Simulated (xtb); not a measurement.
B(F)(H)(NEtMe) (C3H9BFN), SMILES CCN(C)BF. All values are semi-empirical tight-binding results from xtb (GFN2-xTB unless named), good for trends rather than for accurate numbers. Geometry optimised at GFN2-xTB. Other conformers were not sampled.

Optimised geometry:

```xyz
15

B     -0.0869    -1.4748    -0.0073
F      1.2148    -1.7859    -0.0272
H     -0.8568    -2.3398    -0.1813
N     -0.4560    -0.1621     0.2272
C     -1.8322     0.2782     0.2682
C      0.5129     0.9018     0.4321
C      0.6924     1.7844    -0.8025
H     -2.0438     0.9841    -0.5387
H     -2.0440     0.7705     1.2220
H     -2.4916    -0.5788     0.1604
H      0.1924     1.5150     1.2827
H      1.4692     0.4393     0.6802
H     -0.2203     2.3259    -1.0387
H      1.4831     2.5083    -0.6239
H      0.9664     1.1718    -1.6579
```
Charge 0, spin multiplicity 1.

| Item | Value |
|---|---|
| orbital gap | 5.86 eV |
| dipole moment | 2.94 D |
| zero-point energy | 78.2 kcal/mol |
| G − E(el) at 298.15 K (modified RRHO) | 58.4 kcal/mol |
| static polarisability (D4 model) | 61.7 bohr³ |
| solvation energy, GFN2-xTB/ALPB(water) | -3.2 kcal/mol |
| solvation energy, GFN2-xTB/ALPB(benzene) | -5.8 kcal/mol |

Computed IR lines (harmonic; lines under 4 % of the strongest left out, lines within 3 cm⁻¹ merged):
ν (cm⁻¹): 518 (w), 746 (s), 815 (w), 1067 (w), 1086 (w), 1103 (w), 1118 (w), 1184 (s), 1225 (s), 1267 (m), 1340 (w), 1412 (w), 1464 (m), 1476 (m), 1480 (w), 1496 (w), 1511 (vs), 2633 (vs), 2917 (m), 2941 (m), 2966 (m), 2997 (w), 3039 (m), 3045 (m) (against the strongest line: vs over 80 %, s over 45 %, m over 15 %, w over 4 %, vw less)

Computed atomic charges and the Wiberg bond orders between heavy atoms:
charges (e) B1 0.37, F2 -0.31, H3 -0.10, N4 -0.16, C5 -0.05, C6 0.00, C7 -0.11, H8 0.05, H9 0.04, H10 0.05, H11 0.03, H12 0.06, H13 0.04, H14 0.04, H15 0.05. Bond orders B1–F2 1.00, B1–N4 1.38, N4–C5 1.02, N4–C6 1.00, C6–C7 1.01.
